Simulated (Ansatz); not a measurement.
Z-matrix (Å, degrees):
```
Sn
Cl 1 2.348
Si 1 2.578 2 101.1
O 1 1.958 2 106.2 3 118.3
H 1 1.699 2 108.1 3 -131.1
F 3 1.601 1 110.1 2 -176.5
H 3 1.482 1 109.7 2 -57.0
H 3 1.483 1 108.8 2 64.4
H 4 0.960 1 113.6 2 -53.6
```

Total charge 0; spin multiplicity 1. Sn: def2 effective core potential.

Problem. List the PBE/def2-TZVPP orbital energies in eV (the Gaussian-basis code of Ansatz). (Estimate.)

Solution. Ansatz gave: Occupied: -2738.61, -1781.29, -660.42, -510.25, -249.17, -189.86, -189.70, -189.69, -138.93, -133.99, -95.72, -95.65, -95.61, -90.00, -89.90, -89.87, -30.10, -26.82, -26.47, -26.35, -26.32, -26.28, -23.94, -19.75, -14.40, -13.18, -11.52, -11.20, -11.17, -10.61, -9.09, -8.79, -8.53, -8.15, -7.53, -7.35, -6.84. Lowest empty: -2.20, -1.88, -1.54, -0.21, 0.13, 0.56, 1.29, 1.69.
